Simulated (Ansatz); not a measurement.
`BOCC` + `C[C](=S)[GeH3]` → `CBOCC` + `S=[CH][GeH3]`  (redistribution)

Program: Ansatz. Geometries: PBE0-D4/def2-TZVP. ΔE: electronic, gas phase. CCSD(T)/CBS adds triple-zeta CCSD(T) − MP2 to the extrapolated MP2 energy (def2 sets, frozen cores). Functionals use def2-TZVPP. For Ge outer-core shells are correlated without core-valence functions, which leaves a few kJ/mol of doubt a bond. Scalar relativity is left out up to krypton. Each species was taken in one conformer, which may not be the lowest.

```json
{"level": "PBE0-D4", "ΔE (kJ/mol)": "-27.1"}
{"level": "r2SCAN", "ΔE (kJ/mol)": "-28.3"}
```

Problem. What does CCSD(T)/CBS give? (Best estimate.)

Solution. The calculation gave: -27.2 kJ/mol. The listed levels differ from it by 0.1, -1.1 kJ/mol.

Largest T1 diagnostic among the species: 0.014.

The D4 term adds +4.9 kJ/mol with B3LYP and +2.5 kJ/mol with PBE0; it sums over pairs of atoms, weighted by their polarisabilities, and B3LYP, whose exchange is more repulsive, gets the larger term.

B3LYP here is the variant with VWN-RPA as its local correlation; programs differ in this.
